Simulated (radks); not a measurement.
Initial-state core-level shifts of the dysprosium ion Dy3+ when its valence configuration changes from [Xe] 4f9. All-electron calculation, non-relativistic Kohn-Sham, PBE, spin-polarised, spherical densities, point nucleus; open shells are filled with parallel spins first (spin-orbit coupling, left out, can overturn this in heavy ions); relativity is left out, which matters for an element this heavy. Program: a radial shooting solver on a logarithmic mesh with Libxc functionals. Shifts are changes of the shell-averaged eigenvalues in eV (positive: less bound); the change of the density at the nucleus, which sets a Mossbauer isomer shift, is in e/bohr^3, on a base of 2.049e+05.

valence                   1s       3d       4d       5s  density at nucleus
4f8 5d1               -8.384  -10.034   -8.700   -3.686              +10.42
4f7.5 5d1 6s0.5      -14.783  -17.381  -15.200   -7.278              +25.51
4f7 6p2              -27.339  -31.015  -27.773  -16.175              +28.13
4f7 5d2              -17.416  -20.972  -17.888   -7.276              +22.05
4f6.5 6s0.5 6p2      -34.591  -39.395  -34.990  -19.870              +45.96
4f5.5 5d1 6s0.5 6p2  -45.346  -52.518  -45.578  -23.700              +60.73
4f8 6p1              -13.148  -14.846  -13.475   -8.088              +13.11
4f8 6s1              -12.228  -13.922  -12.550   -7.198              +29.10
4f5 5d1 6s1 6p2      -53.180  -61.646  -53.186  -27.424              +81.21
